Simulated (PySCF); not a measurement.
The numbers below are computed, except where a source is named.
## SiB3H7N3

The system: SiB3H7N3, a small molecule (built as: end group SiH2); neutral, doublet. The structure, one conformer, was relaxed in the gas phase by PBE0-D3(BJ)/def2-SVP. No frequency run checks that it is a minimum.

SMILES: [SiH2]B1NBNBN1

| atom | x (Å) | y (Å) | z (Å) |
| --- | --- | --- | --- |
| N1 | 0.298 | 1.157 | 0.241 |
| B2 | -1.077 | 1.529 | 0.158 |
| N3 | -2.022 | 0.504 | -0.144 |
| B4 | -1.638 | -0.852 | -0.359 |
| N5 | -0.249 | -1.169 | -0.263 |
| B6 | 0.750 | -0.187 | 0.036 |
| Si7 | 2.674 | -0.663 | 0.164 |
| H8 | 0.973 | 1.880 | 0.454 |
| H9 | -1.425 | 2.673 | 0.337 |
| H10 | -3.001 | 0.748 | -0.207 |
| H11 | -2.455 | -1.706 | -0.613 |
| H12 | 0.030 | -2.129 | -0.415 |
| H13 | 3.191 | -2.045 | -0.048 |
| H14 | 3.740 | 0.332 | 0.472 |

EPR values by unrestricted B3LYP, IGLO-III on B N Si, pcH-1 on H.

Q: Predict g and the largest hyperfine couplings. Where does the spin sit?

A: g = 2.0022, 2.0047, 2.0055. The spin sits on Si7 (101 %, bonded to 1 B + 2 H) by Mulliken populations.
| atom | isotope | isotropic (MHz) | dipolar, principal values (MHz) |
| --- | --- | --- | --- |
| Si7 | 29Si | -129.1 | -177.1, 87.8, 89.2 |
| H13 | 1H | -42.2 | -11.8, 3.7, 8.1 |
| H14 | 1H | -42.2 | -11.8, 3.7, 8.1 |
| B6 | 11B | -23.4 | -1.8, -1.7, 3.6 |
| H8 | 1H | -3.1 | -2.0, -0.1, 2.1 |
| H12 | 1H | -3.1 | -2.0, -0.1, 2.1 |

Q: How do the isotropic couplings move with BHandHLYP?

A: Si7 -129.1 to -163.1 MHz, H13 -42.2 to -48.5 MHz, H14 -42.2 to -48.5 MHz, B6 -23.4 to -30.9 MHz.
